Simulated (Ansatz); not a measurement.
A nudged elastic band was laid between two geometries of GeH4 + H2O (8 atoms, charge 0, multiplicity 1).

Theory: RKS PBE0-D4/def2-SVP in Ansatz.

```json
{
  "movable images": "9",
  "climbing image": "yes",
  "spring": "5.0 eV/Å²",
  "optimiser": "quadratic models (default)",
  "start path": "through a guess of the saddle point",
  "force threshold": "0.03 eV/Å",
  "iteration limit": "60",
  "end points": "relaxed"
}
```

Image 0:

```xyz
8
Properties=species:S:1:pos:R:3
Ge 0.381 0.033 -0.141
H 0.366 -0.109 1.391
H 1.852 -0.017 -0.605
H -0.240 1.367 -0.566
H -0.365 -1.149 -0.779
O -2.606 0.039 0.951
H -2.632 -0.913 0.804
H -2.223 0.118 1.831
```

Image 10:

```xyz
8
Properties=species:S:1:pos:R:3
Ge -0.189 -0.074 -0.815
H -1.256 0.532 3.441
H 1.137 -0.648 -0.272
H -0.100 1.442 -1.020
H -0.567 -0.793 -2.127
O -1.496 -0.282 0.387
H -1.665 -1.206 0.600
H -1.331 0.399 2.693
```

Task: Which bonds break or form, and what moves?

Result: Bonds broken: Ge1–H2, O6–H8. Bonds formed: Ge1–O6, H2–H8. GeH4 + H2O becomes GeH4O + H2.

Task: Give the energies along the band, and the barrier.

Result: The run converged. The highest image is number 4 of 0 to 10, 187.5 kJ/mol above the first end and 172.5 kJ/mol above the last; the last end lies 15.0 kJ/mol above the first. A vibrational analysis at the climbing image gives one clearly imaginary mode, 1345i cm⁻¹: a first-order saddle point. The orbitals stay closed-shell, which can raise the energy where a bond breaks towards radicals; this wasn't checked here.

```csv
image,path coordinate (Å),energy (kJ/mol),Ge1–H2 (Å),O6–H8 (Å),Ge1–O6 (Å)
0,0.00,0.0,1.54,0.96,3.18
1,0.78,3.8,1.54,0.96,3.29
2,1.56,14.5,1.54,0.96,3.18
3,2.34,78.0,1.59,0.98,2.57
4,3.11,187.5,1.92,1.16,2.02
5,3.70,89.1,2.28,1.65,1.85
6,4.28,30.9,2.77,2.02,1.80
7,4.86,17.8,3.32,2.35,1.79
8,5.44,16.0,3.78,2.42,1.79
9,6.02,15.3,4.12,2.41,1.79
10,6.60,15.0,4.43,2.41,1.79
```

Task: What is the geometry of the highest image?

Result: 
```xyz
8
Properties=species:S:1:pos:R:3
Ge -0.202 0.043 -0.190
H -0.246 0.695 1.617
H 1.111 -0.658 0.207
H -0.072 1.486 -0.693
H -0.774 -0.799 -1.373
O -1.918 -0.324 0.803
H -2.161 -1.252 0.946
H -1.204 0.181 1.569
```

Task: What are the harmonic wavenumbers there?

Result: 1345i, 198, 384, 482, 617, 766, 803, 840, 885, 951, 970, 1359, 1644, 1850, 2058, 2147, 2184, 3808 cm⁻¹.

The band took 29 iterations and about 5 core-minutes.

The run took 5.3 min on 1 thread of Intel(R) Xeon(R) 6975P-C (Granite Rapids) (shared host), peak memory 0.18 GiB.
